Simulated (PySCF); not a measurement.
B(H)(SeH)2 (BH3Se2), SMILES [SeH]B[SeH]. The structure is a stationary point at PBE-D3(BJ)/def2-SVP. This is a generated structure with no PubChem entry under its InChIKey; it may be hypothetical. Other conformers were not sampled.

Computed equilibrium geometry at PBE-D3(BJ)/def2-SVP (PySCF confirms it by a frequency run) as a Z-matrix, and its point group (one conformer of several):
point group C2v.
```
B
H 1 1.2093
Se 1 1.9371 2 120.38
H 3 1.4841 1 94.50 2 0.00
Se 1 1.9371 2 120.38 4 180.00
H 5 1.4841 1 94.50 2 0.00
```
